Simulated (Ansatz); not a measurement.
Job for Ansatz (a program for electronic structure): U-wB97M-V/def2-TZVPP on Mn, 2S+1 = 6, a spin state set in the input, which need not be the lowest.

Ansatz 0.2 input:
```yaml
crystal:
  periodic: [false, false, false]
  atoms:
    - {symbol: Mn, position_ang: [0.00000000, 0.00000000, 0.00000000]}
basis:
  gaussian:
    orbitals: def2-TZVPP
hamiltonian:
  xc: {name: wB97M-V}
magnetization: {spin_polarized: true, initial_magnetization: 5}
scf: {lower_state_search: full}
```

The head of its log:

```
Functional definition: wB97M-V
[...]
integrals: 0.02 GiB planned
500 factors; their error is unknown
integrals: 0.05 GiB planned
64 factors; integrals over basis functions are off by at most 8.5e-5 eV
mean field: 0.28 GiB planned
mean field evaluation 1: about -31317.5881 eV, gradient 1.3e1 eV
mean field evaluation 2: about -31317.6815 eV, gradient 1.0e1 eV
```

**Question.** Predict the final total energy.

**Answer.** -1150.9128 hartree.
